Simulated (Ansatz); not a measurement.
Two isomers of C4H8Si: A = `[SiH3]C1=CCC1`, B = `C=C1[SiH2]C1C`.

Program: Ansatz. Geometries: PBE0-D4/def2-TZVP. ΔE: electronic, gas phase. CBS: MP2 limit from def2 TZ/QZ plus the TZ coupled-cluster correction, frozen cores. DFT in def2-TZVPP. B3LYP here is the variant with VWN-RPA as its local correlation; programs differ in this.

A:

```xyz
13

Si   -1.8573   -0.6911   -0.7860
C    -0.2856   -0.0580   -0.0393
C    -0.0131    0.6355    1.0775
C     1.4725    0.6856    0.8561
C     1.1814   -0.1175   -0.4428
H    -2.0643   -0.1160   -2.1434
H    -1.8133   -2.1724   -0.9277
H    -3.0047   -0.3177    0.0827
H    -0.6448    1.0262    1.8691
H     2.0820    0.1623    1.5983
H     1.8970    1.6815    0.7005
H     1.4324    0.4009   -1.3717
H     1.6178   -1.1192   -0.4734
```

B:

```xyz
13

C     0.6613    1.0157    1.6501
C    -0.1735    0.6219    0.7056
Si   -1.3734    0.8693   -0.6378
C    -0.3896   -0.6346   -0.0999
C     0.7772   -1.2395   -0.8452
H     0.6581    2.0351    2.0222
H     1.3837    0.3347    2.0966
H    -0.9606    1.6322   -1.8378
H    -2.8268    0.9213   -0.3610
H    -1.0073   -1.3705    0.4207
H     0.4402   -1.9858   -1.5681
H     1.3352   -0.4724   -1.3878
H     1.4755   -1.7274   -0.1577
```

Question: Which isomer does CCSD(T)/CBS put lower? Give the gap. (Best estimate.)

Answer: The calculation gave: A, by 10.4 kcal/mol.

Question: Give E(B) − E(A) in kcal/mol with B3LYP, ωB97M-V, BLYP-D4, LDA (SPW92), CCSD(T)/def2-TZVPP, r2SCAN-D4, PBE0-D4. (Estimate.)

Answer: Computed: B3LYP 9.0, ωB97M-V 10.1, BLYP-D4 7.4, LDA (SPW92) 8.3, CCSD(T)/def2-TZVPP 10.7, r2SCAN-D4 7.6, PBE0-D4 9.8. None reverses the order clearly.

Question: Does the order hold for the free energy at 298.15 K (harmonic terms from PBE0-D4)? (Estimate.)

Answer: Computed: Yes: G(B) − G(A) = +10.7 kcal/mol.

Largest T1 diagnostic: 0.012.

From BLYP to BHLYP (50 % exact exchange), in def2-TZVPP and without D4, E(B) − E(A) moves by +3.6 kcal/mol. At CCSD(T), def2-SVP lies +1.3 kcal/mol from the extrapolated value and def2-TZVPP +0.3 kcal/mol.
